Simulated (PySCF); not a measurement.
**Correlation energy of Os⁺ (osmium, charge +1)**

[Xe] 4f14 5d6 6s1, high-spin 6D determinant. Calculation: PySCF 2.14, in aug-cc-pVDZ-PP with ECP60MDF; a scalar-relativistic core potential. Frozen: 5s2 5p6; 7 electrons correlated.

| level | correlation energy (mhartree) |
| --- | --- |
| CCSD | -111.25 |
| (T) | -1.97 |
| CCSD(T) | -113.22 |

Diagnostics: T1 = 0.0071, D1 = 0.0173, largest double amplitude 0.021.

Spin-orbit coupling, absent here, splits the open shell strongly.

Cost of the coupled-cluster step: about 2.6 core-seconds, for 7 correlated electrons.

Iterations:

```
CC2 = 0
CCSD nocc = (np.int64(6), np.int64(1)), nmo = (50, 50)
frozen orbitals [[0, 1, 2, 3], [0, 1, 2, 3]]
max_cycle = 100
direct = 0
conv_tol = 1e-08
conv_tol_normt = 1e-06
diis_space = 8
diis_start_cycle = 0
Init t2, MP2 energy = -0.103494953742627
Init E_corr(UCCSD) = -0.103494953750059
cycle = 1  E_corr(UCCSD) = -0.109671313144632  dE = -0.00617635939  norm(t1,t2) = 0.0274975
cycle = 2  E_corr(UCCSD) = -0.110725095316503  dE = -0.00105378217  norm(t1,t2) = 0.00962348
cycle = 3  E_corr(UCCSD) = -0.111250351614176  dE = -0.000525256298  norm(t1,t2) = 0.00422333
cycle = 4  E_corr(UCCSD) = -0.111244132823179  dE = 6.218791e-06  norm(t1,t2) = 0.00092272
cycle = 5  E_corr(UCCSD) = -0.11124959773361  dE = -5.46491043e-06  norm(t1,t2) = 0.000275424
cycle = 6  E_corr(UCCSD) = -0.111251726913462  dE = -2.12917985e-06  norm(t1,t2) = 8.32966e-05
cycle = 7  E_corr(UCCSD) = -0.11125143448492  dE = 2.92428542e-07  norm(t1,t2) = 2.31086e-05
cycle = 8  E_corr(UCCSD) = -0.111251409351934  dE = 2.51329866e-08  norm(t1,t2) = 5.67645e-06
cycle = 9  E_corr(UCCSD) = -0.111251419374196  dE = -1.00222624e-08  norm(t1,t2) = 1.7502e-06
cycle = 10  E_corr(UCCSD) = -0.11125141793362  dE = 1.44057637e-09  norm(t1,t2) = 4.5285e-07
UCCSD converged
E(UCCSD) = -89.93709383578376  E_corr = -0.1112514179336196
UCCSD(T) correction = -0.00197236035916875
```
